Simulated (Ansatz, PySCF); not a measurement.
B(Me)(OAc)(OH) (C₃H₇BO₃), SMILES CB(O)OC(C)=O.

Geometry optimised at PBE-D3(BJ)/def2-SVP. Other conformers were not sampled.

Vertical ionisation energy (IE) and electron affinity (EA) in eV. Rows of orbital energies are one-electron estimates. Where ΔSCF, EOM or ADC give a negative EA the extra electron is unbound and the value depends on the basis.

```
level                                                                   IE     EA
-------------------------------------------------------------------  -----  -----
−ε(HOMO), −ε(LUMO), ωB97X/def2-TZVP (PySCF)                          10.65  -1.92
ΔSCF, PBE0/def2-SVPD (Ansatz), final states of multiplicity 2 and 2    [?]    [?]
```

Fill in the missing entries. (Estimate from the structure and the level; the computed values follow.)


- ΔSCF, PBE0/def2-SVPD (Ansatz, an electronic-structure program), final states of multiplicity 2 and 2, IE: 10.45
- ΔSCF, PBE0/def2-SVPD (Ansatz), final states of multiplicity 2 and 2, EA: -0.91

What vertical singlet–triplet gap does ΔSCF give with PBE0/def2-SVPD (Ansatz)? (The exact figures need the calculation; the answer reports its results.)

4.86 eV (triplet above singlet where positive).
